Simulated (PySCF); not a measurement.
**Worked example: chemical shift, span and skew from a shielding tensor**

FH3OSi, SMILES O[SiH2]F. Atoms are numbered in the order given.

```xyz
6

Si    -0.4735     0.0402     0.0000
O      0.3607    -1.3649     0.0000
F      0.5563     1.2710     0.0000
H     -1.2920     0.1394    -1.2214
H     -1.2920     0.1394     1.2214
H      1.3203    -1.3615     0.0000
```

Geometry: B3LYP-D3(BJ)/def2-TZVP. A frequency run showed that this geometry is not a minimum. Other conformers were not sampled.

GIAO shieldings from PBE0/pcSseg-2 run with PySCF, non-relativistic, no solvent. The symmetric part of the tensor of Si1 has the principal values 337.5, 373.1, 379.0 ppm. The same nucleus in TMS has σ = 341.9 ppm at this level (PySCF, at its B3LYP-D3(BJ)/def2-TZVP geometry).

Q: Work out the isotropic shielding, the ²⁹Si shift against TMS, the span and the skew.

A: 
σ(iso) = (σ11 + σ22 + σ33)/3 = 363.2 ppm. δ = σ(ref) − σ(iso) = 341.9 − (363.2) = -21.3 ppm.
Span Ω = σ33 − σ11 = 41.5 ppm. Skew κ = 3(σ(iso) − σ22)/Ω = -0.72. Tumbling in solution averages the tensor to δ; in a static solid the shielding alone would spread this spin-1/2 line over Ω.
